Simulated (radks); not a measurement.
Values are calculated unless marked as measured or tabulated.
Question: All-electron atom: F I in [He] 2s2 2p5. Level of theory: scalar-relativistic Kohn-Sham, LDA (Slater exchange, Perdew-Zunger correlation), spin-unpolarised, spherical densities, point nucleus (a radial shooting solver on a logarithmic mesh with Libxc functionals). Some entries of the table are withheld. Estimate them.

orbital,occ.,eigenvalue (eV),<r^2> (bohr^2)
1s,2,-658.9659,0.04241
2s,2,(1),(2)
2p,5,-11.2946,1.636

Answer: 
(1) 2s eigenvalue (eV): -29.6468
(2) 2s <r^2> (bohr^2): 1.246
